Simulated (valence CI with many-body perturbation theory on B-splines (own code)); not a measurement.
# Mo²⁸⁺: electric-dipole lines

Method: relativistic CI+MBPT: four valence electrons over a frozen Dirac-Fock core [Ne], a basis of 11 s, 11 p, 10 d, 8 f, 5 g, 2 h functions for each j, with the one-electron correlation potential Σ1, the two-electron term Σ2, the three-electron term Σ3, Breit, model QED; selected CI, second order for the rest, scaled by the run's own slope (own B-spline code, finite nucleus).

The last digits are not significant, and no measured levels were compared; by estimate large intervals hold to a few tenths of a per cent, small ones and those within an open d or f shell to about a per cent. Among the levels kept, up to 710 cm⁻¹ of a level comes from second order outside the variational space, and about a tenth of that is noise between levels of different J, which matters for small intervals.

Lines 101 to 150 of 545 in falling wavelength, among levels below 370.36 eV, chosen from the strongest by gf and those to the six lowest levels. Wavelengths and rates use the calculated energies. Electric multipoles are in the length gauge with retardation, E1 and E2 with the static RPA response of the core. Weak lines are less certain than strong ones. Lines between different terms over intervals too small for the method are left out, as are lines whose strength nearly cancels. Where a level lies close to another of its J and parity, the split of strength between their lines is uncertain. The highest levels of a list are the least certain.

Names give the largest LS component (configuration and term), which can be under half, so a name can repeat, a term be missing and a line seem to break the LS rules; names also repeat where a configuration has a term twice. Letters in brackets count levels of one name in rising energy.

```csv
λ vac (nm),Upper,Lower,A (s⁻¹),log gf,Branch %
11.79,3p³3d ³F°_2 [b],3s3p²3d ³D_1 [a],1.60e+10,-0.78,11.9
11.79,3s3p3d² ⁵G°_2 [a],3s3p²3d ⁵F_3 [b],1.16e+10,-0.92,20.9
11.73,3s3p²3d ³F_4 [c],3s²3p3d ³D°_3,3.28e+10,-0.22,21.6
11.72,3p³3d ³G°_4,3s3p²3d ⁵F_5,7.93e+09,-0.83,14.3
11.71,3p³3d ¹D°_2 [c],3s3p²3d ³D_3 [c],9.07e+09,-1.03,4.7
11.70,3s3p3d² ³F°_4 [b],3s3p²3d ³F_4 [b],6.76e+09,-0.90,6.1
11.70,3s3p²3d ⁵F_1,3s3p³ ⁵S°_2,5.38e+08,-2.48,13.2
11.67,3s3p³ ³P°_1,3s²3p² ³P_1,2.53e+10,-0.81,68.0
11.65,3p³3d ⁵D°_3,3p⁴ ¹D_2,7.01e+09,-1.00,8.5
11.65,3s3p3d² ³G°_3 [b],3s3p²3d ³F_2 [c],4.26e+10,-0.22,28.4
11.64,3s3p²3d ³D_2 [c],3s²3p3d ³D°_1,9.08e+09,-1.04,6.0
11.63,3s3p3d² ⁵D°_4 [b],3s3p²3d ³F_3 [b],1.93e+10,-0.45,14.1
11.62,3p³3d ¹F°_3 [a],3s3p²3d ³F_4 [b],1.71e+10,-0.61,11.6
11.57,3s3p²3d ³D_3 [d],3s²3p3d ³D°_3,1.72e+10,-0.62,11.9
11.56,3p³3d ³F°_4,3s3p²3d ⁵D_4,5.14e+09,-1.03,14.2
11.54,3s3p3d² ⁵F°_3,3s3p²3d ³F_4 [a],7.38e+09,-0.99,4.9
11.53,3s²3d² ³F_3,3s²3p3d ¹F°_3,9.42e+09,-0.88,3.3
11.52,3s3p3d² ⁵D°_4 [c],3s3p²3d ³F_3 [b],6.52e+09,-0.93,3.7
11.50,3s3p3d² ³D°_1 [a],3s3p²3d ³P_0 [b],2.17e+10,-0.89,13.9
11.48,3s²3p3d ³F°_2,3s²3p² ¹D_2,2.10e+10,-0.68,84.9
11.45,3s3p²3d ³P_1 [a],3s3p³ ³P°_2,2.54e+10,-0.82,16.8
11.44,3p³3d ¹D°_2 [b],3s3p²3d ³F_3 [a],2.44e+10,-0.62,15.5
11.43,3p³3d ³P°_2 [c],3s3p²3d ³P_1 [a],2.69e+10,-0.58,16.3
11.42,3s3p²3d ³P_0 [c],3s3p³ ¹P°_1,5.43e+10,-0.97,18.1
11.41,3s3p²3d ³D_1 [d],3s²3p3d ³P°_1,2.98e+10,-0.76,13.1
11.36,3s3p²3d ³D_3 [e],3s²3p3d ³D°_3,3.49e+10,-0.33,17.3
11.36,3s3p²3d ¹D_2 [b],3s²3p3d ³P°_2 [b],4.19e+10,-0.39,25.2
11.35,3s3p²3d ¹P_1 [b],3s²3p3d ³D°_2,6.10e+10,-0.45,22.1
11.35,3p⁴ ³P_1 [a],3s3p³ ³D°_2,1.81e+10,-0.98,59.0
11.34,3s3p3d² ⁵D°_4 [b],3s3p²3d ³G_5,2.38e+10,-0.38,17.4
11.33,3p³3d ³D°_1 [a],3s3p²3d ⁵D_2,1.96e+10,-0.95,29.3
11.33,3s3p3d² ³G°_3 [a],3s3p²3d ³D_2 [a],3.55e+10,-0.32,25.5
11.33,3s3p²3d ³D_2 [e],3s²3p3d ³D°_2,1.58e+10,-0.82,5.9
11.33,3s3p²3d ³D_2 [d],3s²3p3d ³P°_2 [a],1.86e+10,-0.75,10.5
11.31,3s3p3d² ⁵D°_4 [c],3s3p²3d ³D_3 [b],7.34e+09,-0.90,4.2
11.28,3s3p3d² ⁵P°_3 [a],3s3p²3d ³D_2 [b],8.79e+09,-0.93,5.5
11.27,3s3p3d² ³D°_1 [a],3s3p²3d ³D_1 [a],1.62e+10,-1.03,10.3
11.26,3s3p3d² ³F°_2 [b],3s3p²3d ¹P_1 [a],3.36e+10,-0.50,12.9
11.26,3s3p3d² ³F°_2 [b],3s3p²3d ³D_2 [d],1.86e+10,-0.75,7.1
11.26,3s3p3d² ³G°_4,3s3p²3d ³F_3 [b],2.06e+10,-0.45,15.5
11.25,3p³3d ⁵D°_4,3s3p²3d ⁵F_3 [a],1.49e+10,-0.60,19.0
11.24,3p³3d ³D°_2 [b],3s3p²3d ³P_2,1.80e+10,-0.77,17.3
11.23,3s3p3d² ⁵D°_4 [c],3s3p²3d ³G_5,7.46e+09,-0.90,4.2
11.23,3s3p²3d ³F_3 [a],3s²3p3d ³F°_2,2.38e+10,-0.50,25.8
11.23,3p³3d ³D°_1 [b],3s3p²3d ³F_2 [a],2.05e+10,-0.93,22.7
11.22,3s3p²3d ³D_1 [a],3s²3p3d ³F°_2,2.92e+10,-0.78,17.7
11.21,3s3p²3d ³F_3 [b],3s3p³ ³P°_2,1.90e+10,-0.60,10.5
11.18,3s3p²3d ¹P_1 [a],3s²3p3d ³D°_1,1.80e+10,-1.00,10.2
11.18,3p³3d ¹G°_4,3s3p²3d ⁵P_3,1.06e+10,-0.75,13.0
11.17,3s3p²3d ¹D_2 [a],3s²3p3d ³D°_3,3.98e+10,-0.43,18.7
```
